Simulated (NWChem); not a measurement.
System: BeH$_{2}$; SMILES [BeH2]

Here is an NWChem input.

```
start job
memory heap 200 mb stack 900 mb global 1100 mb
geometry units angstroms noautosym nocenter noautoz
  Be     0.000000     0.000000     0.000000
  H      0.000000     0.000000     1.338991
  H      0.000000     0.000000    -1.338991
end
basis spherical
  Be library def2-tzvpd
  H library def2-tzvpd
end
dft
  xc pbe0
  iterations 150
end
property
  response 1 0.0
end
task dft property
```

Parts of the log:

```
             Northwest Computational Chemistry Package (NWChem) 7.3.0
             --------------------------------------------------------

                             Geometry "geometry" -> ""
                             -------------------------

 Output coordinates in angstroms (scale by  1.889725989 to convert to a.u.)

  No.       Tag          Charge          X              Y              Z
 ---- ---------------- ---------- -------------- -------------- --------------
    1 Be                   4.0000     0.00000000     0.00000000     0.00000000
    2 H                    1.0000     0.00000000     0.00000000     1.33899100
    3 H                    1.0000     0.00000000     0.00000000    -1.33899100

 Effective nuclear repulsion energy (a.u.)       3.3592508213

                              NWChem Property Module
                              ----------------------

                                 NWChem DFT Module
                                 -----------------

 Summary of "ao basis" -> "ao basis" (spherical)
 ------------------------------------------------------------------------------
       Tag                 Description            Shells   Functions and Types
 ---------------- ------------------------------  ------  ---------------------
 Be                        def2-tzvpd               10       22   5s4p1d
 H                         def2-tzvpd                5        9   3s2p

            General Information
            -------------------
          SCF calculation type: DFT
          Wavefunction type:  closed shell.
          No. of atoms     :     3
          No. of electrons :     6
           Alpha electrons :     3
            Beta electrons :     3
          Charge           :     0
          Spin multiplicity:     1
          Use of symmetry is: off; symmetry adaption is: off
          Maximum number of iterations: 150
          AO basis - number of functions:    40
                     number of shells:    20
          Convergence on energy requested:  1.00D-06
          Convergence on density requested:  1.00D-05
          Convergence on gradient requested:  5.00D-04

              XC Information
              --------------
                         PBE0 Method XC Functional
                     Hartree-Fock (Exact) Exchange  0.250
          PerdewBurkeErnzerhof Exchange Functional  0.750
            Perdew 1991 LDA Correlation Functional  1.000 local
           PerdewBurkeErnz. Correlation Functional  1.000 non-local

             Grid Information
             ----------------
          Grid used for XC integration:  medium
          Radial quadrature: Mura-Knowles
          Angular quadrature: Lebedev.
          Tag              B.-S. Rad. Rad. Pts. Rad. Cut. Ang. Pts.
          ---              ---------- --------- --------- ---------
          Be                  1.05       49          10.0       434
          H                   0.35       45          10.0       434
          Grid pruning is: on
          Number of quadrature shells:   139
          Spatial weights used:  Erf1

      Superposition of Atomic Density Guess
      -------------------------------------

 Sum of atomic energies:         -15.57219827

      Non-variational initial energy
      ------------------------------

 Total energy =     -15.622515
 1-e energy   =     -26.515919
 2-e energy   =       7.534153
 HOMO         =      -0.352782
 LUMO         =       0.021878

   convergence    iter        energy       DeltaE   RMS-Dens  Diis-err
 ---------------- ----- ----------------- --------- --------- ---------
 d= 0,ls=0.0,diis     1    -15.8617691969 -1.92D+01  7.75D-03  4.31D-02
 d= 0,ls=0.0,diis     2    -15.8718904056 -1.01D-02  1.47D-03  8.57D-04
 d= 0,ls=0.0,diis     3    -15.8721352972 -2.45D-04  3.52D-04  6.10D-05
 d= 0,ls=0.0,diis     4    -15.8721481736 -1.29D-05  1.88D-05  5.05D-07
 d= 0,ls=0.0,diis     5    -15.8721482990 -1.25D-07  5.29D-06  1.32D-08

         Total DFT energy =      -15.872148298964
      One electron energy =      -27.047440773096
           Coulomb energy =       11.351863488242
    Exchange-Corr. energy =       -3.535821835437
 Nuclear repulsion energy =        3.359250821325

 Numeric. integr. density =        6.000000078035

                       DFT Final Molecular Orbital Analysis
                       ------------------------------------

 Vector    1  Occ=2.000000D+00  E=-4.062224D+00
              MO Center=  2.4D-12, -3.0D-12,  1.3D-12, r^2= 6.7D-02
   Bfn.  Coefficient  Atom+Function         Bfn.  Coefficient  Atom+Function
  ----- ------------  ---------------      ----- ------------  ---------------
     1      0.543656  1 Be s                  2      0.533309  1 Be s
     4      0.041085  1 Be s                  3      0.039621  1 Be s
    25     -0.027272  2 H  s                 34     -0.027272  3 H  s

 Vector    2  Occ=2.000000D+00  E=-3.607887D-01
              MO Center= -1.3D-11, -2.3D-10,  2.4D-09, r^2= 2.1D+00
   Bfn.  Coefficient  Atom+Function         Bfn.  Coefficient  Atom+Function
  ----- ------------  ---------------      ----- ------------  ---------------
     3      0.355765  1 Be s                  4      0.324651  1 Be s
    24      0.191443  2 H  s                 33      0.191443  3 H  s
     2     -0.170410  1 Be s                 23      0.118617  2 H  s
    32      0.118617  3 H  s                  1     -0.101095  1 Be s
    25      0.056934  2 H  s                 34      0.056934  3 H  s

 Vector    3  Occ=2.000000D+00  E=-3.238239D-01
              MO Center=  9.0D-11,  6.5D-11, -2.6D-09, r^2= 2.2D+00
   Bfn.  Coefficient  Atom+Function         Bfn.  Coefficient  Atom+Function
  ----- ------------  ---------------      ----- ------------  ---------------
     8      0.429753  1 Be pz                24     -0.226711  2 H  s
    33      0.226711  3 H  s                 14     -0.159655  1 Be pz
    23     -0.140275  2 H  s                 32      0.140275  3 H  s
    31     -0.050517  2 H  pz                40     -0.050517  3 H  pz
    25     -0.030511  2 H  s                 34      0.030511  3 H  s

 Vector    4  Occ=0.000000D+00  E=-3.141787D-02
              MO Center= -1.7D-10, -2.9D-10,  1.7D-10, r^2= 5.0D+00
   Bfn.  Coefficient  Atom+Function         Bfn.  Coefficient  Atom+Function
  ----- ------------  ---------------      ----- ------------  ---------------
     6      0.344782  1 Be px                 7      0.298220  1 Be py
    15     -0.254888  1 Be px                16     -0.220466  1 Be py
    12     -0.215328  1 Be px                13     -0.186249  1 Be py
    29     -0.047505  2 H  px                38     -0.047505  3 H  px
    30     -0.041090  2 H  py                39     -0.041090  3 H  py

 Vector    5  Occ=0.000000D+00  E=-3.141787D-02
              MO Center=  1.5D-10, -2.0D-10,  3.9D-10, r^2= 5.0D+00
   Bfn.  Coefficient  Atom+Function         Bfn.  Coefficient  Atom+Function
  ----- ------------  ---------------      ----- ------------  ---------------
     7      0.344782  1 Be py                 6     -0.298220  1 Be px
    16     -0.254888  1 Be py                15      0.220466  1 Be px
    13     -0.215328  1 Be py                12      0.186249  1 Be px
    30     -0.047505  2 H  py                39     -0.047505  3 H  py
    29      0.041090  2 H  px                38      0.041090  3 H  px

 Vector    6  Occ=0.000000D+00  E= 3.099939D-02
              MO Center=  7.6D-10,  1.5D-09, -1.6D-08, r^2= 1.2D+01
   Bfn.  Coefficient  Atom+Function         Bfn.  Coefficient  Atom+Function
  ----- ------------  ---------------      ----- ------------  ---------------
     4      3.315748  1 Be s                  5     -2.497258  1 Be s
    25     -0.664114  2 H  s                 34     -0.664114  3 H  s
    31      0.485453  2 H  pz                40     -0.485453  3 H  pz
    20      0.220747  1 Be d  0               3      0.068789  1 Be s
    23      0.053335  2 H  s                 32      0.053335  3 H  s

     Multipole analysis of the density
     ---------------------------------

     L   x y z        total         alpha         beta         nuclear
     -   - - -        -----         -----         ----         -------
     0   0 0 0     -0.000000     -3.000000     -3.000000      6.000000

     1   1 0 0     -0.000000     -0.000000     -0.000000      0.000000
     1   0 1 0      0.000000      0.000000      0.000000      0.000000
     1   0 0 1      0.000000      0.000000      0.000000      0.000000

     2   2 0 0     -4.998906     -2.499453     -2.499453      0.000000
     2   1 1 0      0.000000      0.000000      0.000000      0.000000
     2   1 0 1     -0.000000     -0.000000     -0.000000      0.000000
     2   0 2 0     -4.998906     -2.499453     -2.499453      0.000000
     2   0 1 1     -0.000000     -0.000000     -0.000000      0.000000
     2   0 0 2     -8.795328    -10.800214    -10.800214     12.805100

 *** CALLING NEW AORESP DRIVER FOR CLOSED AND OPEN SHELLS ***
 Entering AOResponse driver routine

--------------------------------------------------------------------------------

          -----------------------------------------------
          Solving response equations for perturbing field
          -----------------------------------------------

 number of frequencies:     1
 frequency in a.u.:  0.0000000E+00
 Perturbing field: electric
 Using El. Dipole Length Gauge

 Setting up CPKS with frequency omega =      0.00000000 a.u.

 STATIC response

                                NWChem CPHF Module
                                ------------------

  scftype          =     RHF
  nclosed          =        3
  nopen            =        0
  variables        =      111
  # of vectors     =        3
  tolerance        = 0.10D-03
  level shift      = 0.00D+00
  max iterations   =       50
  max subspace     =       30

 SCF residual:    1.2002327909376850E-005

Iterative solution of linear equations
  No. of variables      111
  No. of equations        3
  Maximum subspace       30
        Iterations       50
       Convergence  1.0D-04

   iter   nsub   residual    time
   ----  ------  --------  ---------
     1      3    1.02D+00       0.7
     2      6    2.18D-01       1.0
     3      9    1.88D-02       1.2
     4     12    1.11D-03       1.4
     5     15    4.53D-05       1.7

 Electric Dipole Response Matrix (nonzero elements):

              1        2        3
    1   20.5822  -0.0000  -0.0000
    2   -0.0000  20.5822  -0.0000
    3   -0.0000  -0.0000  21.2036

 ------------------------------------------
 average:        20.78936 + I       0.00000

 DFT Linear Response polarizability / au
 Frequency  =       0.0000000 / au
              X              Y              Z
 -----------------------------------------------
 X      20.5822365     -0.0000000     -0.0000000
 Y      -0.0000000     20.5822365     -0.0000000
 Z      -0.0000000     -0.0000000     21.2036190
 -----------------------------------------------
 Eigenvalues =      20.5822365     20.5822365     21.2036190
 Isotropic   =      20.7893640
 Anisotropic =       0.6213825
 -----------------------------------------------

 Magnetic Dipole Response Matrix (nonzero elements):

 Exiting AOResponse driver routine
```

Level: PBE0/def2-TZVPD. The geometry was optimised at PBE0/def2-SVP.
